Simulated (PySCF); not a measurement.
C4H13AsGe.
Geometry (PBE0-D3(BJ)/def2-SVP, Å), atoms numbered from 1 in this order:
```xyz
19
C4H13AsGe angstrom
C     -2.0278    1.0289    0.1831
C     -2.2094   -0.4485    0.4973
C     -1.1204   -1.3522   -0.0737
Ge     0.7028   -1.0511    0.6065
As     1.8068    0.8382   -0.4419
C      3.5512    0.6231    0.4679
H     -2.8799    1.6242    0.5442
H     -1.1215    1.4379    0.6576
H     -1.9363    1.2001   -0.9018
H     -2.2650   -0.5859    1.5911
H     -3.1865   -0.7824    0.1064
H     -1.3499   -2.4088    0.1421
H     -1.0778   -1.2649   -1.1729
H      1.5594   -2.2915    0.2619
H      0.6781   -0.9083    2.1473
H      1.2347    1.8373    0.5596
H      4.1505    1.5284    0.2960
H      3.4561    0.4522    1.5487
H      4.0755   -0.2294    0.0133
```

Level: PBE0/def2-SVPD in PySCF, non-relativistic, on one gas-phase PBE0-D3(BJ)/def2-SVP geometry that isn't relaxed in the solvent. The solvent is an IEF-PCM continuum (van der Waals radii × 1.2), and excitations are vertical TDDFT with non-equilibrium linear response and a frozen core. Only the electrostatic response of the medium enters. Spin–orbit coupling is left out although an atom past zinc is present.

```json
{"run": "gas", "E − E(gas) (kcal/mol)": "0.00", "HOMO (eV)": "-6.77", "HOMO–LUMO gap (eV)": "6.81", "dipole (D)": "0.55", "lowest singlet (eV)": "5.65", "static polarisability (au)": "117.4"}
{"run": "P", "E − E(gas) (kcal/mol)": "-1.44", "HOMO (eV)": "-6.76", "HOMO–LUMO gap (eV)": "6.87", "dipole (D)": "0.78", "lowest singlet (eV)": "5.70", "static polarisability (au)": "160.8"}
{"run": "Q", "E − E(gas) (kcal/mol)": "-1.61", "HOMO (eV)": "-6.77", "HOMO–LUMO gap (eV)": "6.88", "dipole (D)": "0.82", "lowest singlet (eV)": "5.71", "static polarisability (au)": "167.7"}
```

**Question.** The runs were made in acetone and dichloromethane. Which run belongs to which solvent?

**Answer.** P = dichloromethane, Q = acetone. The dielectric constants are 8.93 (dichloromethane), 20.49 (acetone), and the energy falls further as ε rises. The optical constants n² used for the excitations are 2.03, 1.85 in the same order. In this model the ground state sees the solvent through ε alone.

**Question.** How constant is the ratio of the lowering to (ε − 1)/(2ε + 1)?

**Answer.** 
```csv
solvent,(ε − 1)/(2ε + 1),E − E(gas) (kcal/mol),ratio (kcal/mol),polarisation term (kcal/mol)
dichloromethane,0.420,-1.44,-3.4,-1.61
acetone,0.464,-1.61,-3.5,-1.83
```

The ratio changes by +1.2 % in size from dichloromethane to acetone. The polarisation term is half the interaction of the solute with the induced surface charges.
